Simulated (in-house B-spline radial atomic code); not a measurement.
Response of Ca2+ as one setting changes: the radius of a hard wall (bohr). Method: PBE0. A dash marks a strongly mixed or unbound state. A box has no continuum, so excitations may lie above minus the highest level. Computed with a B-spline radial code for spherical atoms: linear response of the closed shell [Ne] 3s2 3p6 with the functional's adiabatic kernel; scalar-relativistic (spin-free one-electron X2C), finite nucleus, no spin-orbit coupling, no double excitations, S, P, D and F terms only. Only terms of natural parity with L up to 3 were computed.

```json
{"radius of a hard wall (bohr)": "2.5", "lowest 1P (eV)": "3p → 3d 42.61", "lowest 3P, Tamm-Dancoff (eV)": "3p → 3d 28.327", "minus highest occupied level (eV)": "37.89", "α (bohr³)": "1.896"}
{"radius of a hard wall (bohr)": "3", "lowest 1P (eV)": "?", "lowest 3P, Tamm-Dancoff (eV)": "?", "minus highest occupied level (eV)": "?", "α (bohr³)": "?"}
{"radius of a hard wall (bohr)": "3.5", "lowest 1P (eV)": "3p → 3d 37.76", "lowest 3P, Tamm-Dancoff (eV)": "3p → 3d 26.086", "minus highest occupied level (eV)": "44.65", "α (bohr³)": "2.885"}
{"radius of a hard wall (bohr)": "4", "lowest 1P (eV)": "3p → 4s 35.56", "lowest 3P, Tamm-Dancoff (eV)": "3p → 3d 25.644", "minus highest occupied level (eV)": "45.17", "α (bohr³)": "3.12"}
{"radius of a hard wall (bohr)": "4.5", "lowest 1P (eV)": "3p → 4s 32.72", "lowest 3P, Tamm-Dancoff (eV)": "3p → 3d 25.423", "minus highest occupied level (eV)": "45.32", "α (bohr³)": "3.23"}
{"radius of a hard wall (bohr)": "5.5", "lowest 1P (eV)": "?", "lowest 3P, Tamm-Dancoff (eV)": "?", "minus highest occupied level (eV)": "?", "α (bohr³)": "?"}
{"radius of a hard wall (bohr)": "6.5", "lowest 1P (eV)": "3p → 4s 29.731", "lowest 3P, Tamm-Dancoff (eV)": "3p → 3d 25.246", "minus highest occupied level (eV)": "45.37", "α (bohr³)": "3.297"}
{"radius of a hard wall (bohr)": "8", "lowest 1P (eV)": "3p → 4s 29.537", "lowest 3P, Tamm-Dancoff (eV)": "3p → 3d 25.241", "minus highest occupied level (eV)": "45.37", "α (bohr³)": "3.297"}
{"radius of a hard wall (bohr)": "10", "lowest 1P (eV)": "3p → 4s 29.515", "lowest 3P, Tamm-Dancoff (eV)": "3p → 3d 25.241", "minus highest occupied level (eV)": "45.37", "α (bohr³)": "3.297"}
{"radius of a hard wall (bohr)": "15", "lowest 1P (eV)": "3p → 4s 29.514", "lowest 3P, Tamm-Dancoff (eV)": "3p → 3d 25.241", "minus highest occupied level (eV)": "45.37", "α (bohr³)": "3.297"}
```

What belongs in the row for 3?

lowest 1P (eV): 3p → 3d 39.76; lowest 3P, Tamm-Dancoff (eV): 3p → 3d 26.914; minus highest occupied level (eV): 42.99; α (bohr³): 2.474.

What belongs in the row for 5.5?

lowest 1P (eV): 3p → 4s 30.38; lowest 3P, Tamm-Dancoff (eV): 3p → 3d 25.273; minus highest occupied level (eV): 45.37; α (bohr³): 3.29.
